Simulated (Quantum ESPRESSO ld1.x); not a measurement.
All-electron atom: I4+ in [Kr] 4d10 5s1.5 5p1 4f0.5 (fractional occupations, a model configuration). All-electron calculation, scalar-relativistic Kohn-Sham, LDA (Slater exchange, Perdew-Wang correlation), spin-polarised, spherical densities, point nucleus; open shells are filled with parallel spins first. Program: ld1.x of Quantum ESPRESSO 7.5.

Normalised radial functions P(r) = r R(r), r in bohr:

| r | 5p up | 4f up |
|---|---|---|
| 0.001273 | 0.0007 | 0.0000 |
| 0.001712 | 0.0013 | 0.0000 |
| 0.00232 | 0.0021 | 0.0000 |
| 0.003119 | 0.0036 | 0.0000 |
| 0.004193 | 0.0060 | 0.0000 |
| 0.005638 | 0.0101 | 0.0000 |
| 0.00758 | 0.0166 | 0.0000 |
| 0.01027 | 0.0275 | 0.0000 |
| 0.01381 | 0.0439 | 0.0000 |
| 0.01857 | 0.0678 | 0.0000 |
| 0.02496 | 0.1002 | 0.0001 |
| 0.03356 | 0.1388 | 0.0004 |
| 0.04549 | 0.1753 | 0.0011 |
| 0.06116 | 0.1880 | 0.0029 |
| 0.08223 | 0.1501 | 0.0075 |
| 0.1105 | 0.0399 | 0.0181 |
| 0.1498 | -0.1303 | 0.0415 |
| 0.2014 | -0.2637 | 0.0854 |
| 0.2708 | -0.2355 | 0.1588 |
| 0.3641 | 0.0089 | 0.2646 |
| 0.4895 | 0.3248 | 0.3913 |
| 0.6635 | 0.4137 | 0.5149 |
| 0.892 | 0.1049 | 0.6021 |
| 1.199 | -0.4167 | 0.6498 |
| 1.612 | -0.7865 | 0.6545 |
| 2.168 | -0.7661 | 0.5910 |
| 2.938 | -0.4407 | 0.4320 |
| 3.95 | -0.1455 | 0.2309 |
| 5.311 | -0.0240 | 0.0789 |
| 7.14 | -0.0016 | 0.0147 |
| 9.599 | 0.0000 | 0.0012 |

5p up: eigenvalue -46.062 eV, 3 radial nodes at r = 0.119, 0.361, 0.950 bohr, <r> = 2.02 bohr, 90 % of the charge inside 2.89 bohr. 4f up: eigenvalue -24.492 eV, 0 radial nodes, <r> = 1.92 bohr, 90 % of the charge inside 3.22 bohr.
